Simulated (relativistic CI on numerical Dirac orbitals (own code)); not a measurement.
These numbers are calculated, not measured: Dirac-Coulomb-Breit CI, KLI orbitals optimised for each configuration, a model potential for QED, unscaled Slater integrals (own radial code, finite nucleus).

The strongest absorption lines from the ground level of an ion, among the configurations computed and to levels below about 570 eV (vacuum wavelength in nm, gf): 2.1760 (0.13), 2.4757 (0.45), 3.1422 (0.078), 3.2540 (0.62), 3.3349 (0.34), 5.0735 (6.9), 6.3465 (0.072), 6.8175 (0.0016).

Problem. Which ion is it?
A. Hf28+
B. Hf24+
C. Er22+
D. Hf26+

Solution. D. Hf26+ has 46 electrons and the ground level 4s²4p⁶4d¹⁰ ¹S0; the strongest line goes to 4s²4p⁶4d⁹4f ¹P°1. The pattern of lines fixes the number of electrons, and along that sequence the line energies rise steadily with the charge (about as its square where n changes within one kind of shell, about linearly where n is kept but much faster in heavy ions where fine structure, which grows about as Z⁴, sets the gap, and irregularly where shells cross), which fixes Z. Configurations outside the model, such as inner-shell arrays, can give stronger lines. At this charge energies of transitions that change n are usually good to better than 1 %, and those within a shell (Δn = 0) to a few per cent.

LS names give the leading component of a level, which can be under half, so a name can repeat, a term be missing and a line seem to break the LS rules.
